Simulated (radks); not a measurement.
Values are calculated unless marked as measured or tabulated.
Spin polarisation of the 4d9 shell in the palladium ion Pd+. Start: [Kr] 4d(up 4.5, down 4.5); electrons of 4d are moved from spin down to spin up, other shells keep equal spins. Level of theory: scalar-relativistic Kohn-Sham, r2SCAN, spin-polarised, spherical densities, finite nucleus; meta-GGA in the generalised Kohn-Sham scheme; Fermi nuclear charge, rms radius of each element as measured or else 0.836 A^(1/3) + 0.57 fm (a radial shooting solver on a logarithmic mesh with Libxc functionals).

moment (Bohr magnetons) = 0: E - E(0) (eV) 0.000; e(4d up) (eV) -14.698; e(4d down) (eV) -14.698; 4p down minus up (eV) 0.000
moment (Bohr magnetons) = 0.25: E - E(0) (eV) -0.014; e(4d up) (eV) -14.807; e(4d down) (eV) -14.585; 4p down minus up (eV) 0.234
moment (Bohr magnetons) = 0.5: E - E(0) (eV) -0.056; e(4d up) (eV) -14.915; e(4d down) (eV) -14.470; 4p down minus up (eV) 0.467
moment (Bohr magnetons) = 0.75: E - E(0) (eV) -0.125; e(4d up) (eV) -15.020; e(4d down) (eV) -14.353; 4p down minus up (eV) 0.701
moment (Bohr magnetons) = 1: E - E(0) (eV) -0.222; e(4d up) (eV) -15.122; e(4d down) (eV) -14.233; 4p down minus up (eV) 0.935

At moment 1 the spin-polarisation energy is -0.222 eV and the 4d exchange splitting 0.889 eV, that is 0.889 eV per Bohr magneton; E = -I m^2/4 would give I = 0.889 eV.
